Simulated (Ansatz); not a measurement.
Series SiCl2X2: r2SCAN-D4/def2-TZVP single points in Ansatz on relaxed structures, gas phase. Binding counts from free atoms in the multiplicity of their measured ground term, without zero-point energy. A dash marks a value that wasn't run or was left out as unsound. The structures are stationary points that may keep the symmetry of their start. Remarks come from the PBE and PBE0 runs and from stability tests at other levels; not every state was tested. HOMO above LUMO (over both spins in singlets and doublets, within one spin in higher multiplets; at PBE or PBE0), or a gap under 0.15 eV within one spin, warns that the state may not be the lowest or that an electron is smeared out.

```json
{"species": "SiF2Cl2 (SiCl2F2)", "atoms": "5", "state": "singlet", "geometry": "PBE0-D4/def2-SVP", "HOMO (eV)": "-8.89", "LUMO (eV)": "-0.74", "gap (eV)": "8.14", "vertical IE (eV)": "12.07", "binding per atom (eV)": "4.16", "point group (within 0.1 Å)": "C2v", "remarks": "–"}
{"species": "Si(SH)2Cl2 (SiH2S2Cl2)", "atoms": "7", "state": "singlet", "geometry": "PBE-D4/def2-SVP", "HOMO (eV)": "-7.15", "LUMO (eV)": "-1.66", "gap (eV)": "5.50", "vertical IE (eV)": "9.77", "binding per atom (eV)": "3.27", "point group (within 0.1 Å)": "C2", "remarks": "gap within one spin near zero at PBE or PBE0 (+1 doublet), HOMO above LUMO (+1 doublet)"}
{"species": "Si(OH)2Cl2 (SiCl2O2H2)", "atoms": "7", "state": "singlet", "geometry": "r2SCAN-D4/def2-SVP", "HOMO (eV)": "-8.09", "LUMO (eV)": "-0.30", "gap (eV)": "7.79", "vertical IE (eV)": "11.02", "binding per atom (eV)": "3.99", "point group (within 0.1 Å)": "C2", "remarks": "gap within one spin near zero at PBE or PBE0 (+1 doublet)"}
{"species": "Si(NH2)2Cl2 (SiN2Cl2H4)", "atoms": "9", "state": "singlet", "geometry": "PBE-D4/def2-SVP", "HOMO (eV)": "-6.94", "LUMO (eV)": "0.07", "gap (eV)": "7.01", "vertical IE (eV)": "9.70", "binding per atom (eV)": "3.63", "point group (within 0.1 Å)": "C2", "remarks": "gap within one spin near zero at PBE or PBE0 (+1 doublet)"}
{"species": "Si(NCS)2Cl2 (SiC2S2N2Cl2)", "atoms": "9", "state": "singlet", "geometry": "r2SCAN-D4/def2-SVP", "HOMO (eV)": "-7.10", "LUMO (eV)": "-2.35", "gap (eV)": "4.75", "vertical IE (eV)": "–", "binding per atom (eV)": "4.60", "point group (within 0.1 Å)": "C2v", "remarks": "gap within one spin near zero at PBE or PBE0 (+1 doublet)"}
{"species": "Si(OMe)2Cl2 (C2H6Cl2O2Si)", "atoms": "13", "state": "singlet", "geometry": "r2SCAN-D4/def2-SVP", "HOMO (eV)": "-7.49", "LUMO (eV)": "-0.06", "gap (eV)": "7.44", "vertical IE (eV)": "–", "binding per atom (eV)": "4.04", "point group (within 0.1 Å)": "C2v", "remarks": "gap within one spin near zero at PBE or PBE0 (+1 doublet), HOMO above LUMO (+1 doublet)"}
{"species": "SiCl2(SiMe3)2 (C6H18Cl2Si3)", "atoms": "29", "state": "singlet", "geometry": "PBE0-D4/def2-SVP", "HOMO (eV)": "-5.95", "LUMO (eV)": "-1.05", "gap (eV)": "4.90", "vertical IE (eV)": "–", "binding per atom (eV)": "3.91", "point group (within 0.1 Å)": "–", "remarks": "–"}
```

The gap (eV) runs from 4.75 (Si(NCS)2Cl2) to 8.14 (SiF2Cl2). The vertical IE (eV) runs from 9.70 (Si(NH2)2Cl2) to 12.07 (SiF2Cl2).
